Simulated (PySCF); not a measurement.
C8H14.
SMILES with atom numbers: `[CH2:1]=[CH:2][C@H:3]([CH3:4])[CH:5]1[CH2:6][CH2:7][CH2:8]1` (hydrogens: H9, H10 on C1; H11 on C2; H12 on C3; H13, H14, H15 on C4; H16 on C5; H17, H18 on C6; H19, H20 on C7; H21, H22 on C8)

Computed with PySCF at PBE0/pcSseg-1, non-relativistic, on one gas-phase PBE0-D3(BJ)/def2-SVP geometry that isn't relaxed in the solvent. The solvent is an IEF-PCM continuum (cavity from Bondi-type radii × 1.2). The model holds no explicit solvent molecules, cavitation or dispersion.

Gas phase at PBE0/pcSseg-1: HOMO -7.31 eV, LUMO 0.43 eV, dipole 0.31 D.

Q: What does the continuum do to the energy, the frontier levels and the dipole at PBE0/pcSseg-1 in cyclohexane and benzene?

A: 
```
    solvent      ε  E(solvent) − E(gas) (kcal/mol)  polarisation term (kcal/mol)  distortion of the solute (kcal/mol)  HOMO (eV)  LUMO (eV)  dipole (D)
cyclohexane  2.017                           -0.63                         -0.65                                 0.02      -7.30       0.44        0.38
    benzene  2.271                           -0.73                         -0.75                                 0.02      -7.30       0.44        0.39
```

Polarisation term: ½ Σ q·V over the induced surface charges. Distortion: the rise of the solute's own energy as its density leaves the gas-phase optimum. From cyclohexane to benzene the lowering changes by a factor 1.15, Onsager's factor (ε − 1)/(2ε + 1) by 1.14 and ε itself by 1.1.

Q: Which ESP-fitted charges (PBE0/pcSseg-1) respond most in benzene (means over atoms taken as equivalent)?

A: 
```tsv
atoms	environment	gas (e)	solvent (e)	change
C1	terminal =CH2 carbon	-0.478	-0.493	-0.015
C5	four-membered-ring carbon	+0.090	+0.098	+0.008
C4	methyl carbon	-0.457	-0.465	-0.008
C2	alkene CH carbon	-0.160	-0.166	-0.006
H10	vinylic hydrogen	+0.181	+0.186	+0.005
H11	vinylic hydrogen	+0.133	+0.139	+0.006
H9	vinylic hydrogen	+0.194	+0.199	+0.005
C6	four-membered-ring carbon	-0.138	-0.143	-0.005
```

Shape of the structure used: `[CH2:1]=[CH:2][C@H:3]([CH3:4])[CH:5]1[CH2:6][CH2:7][CH2:8]1`: C1–C2–C3–C4 -122°, C2–C3–C5–C6 -65°.
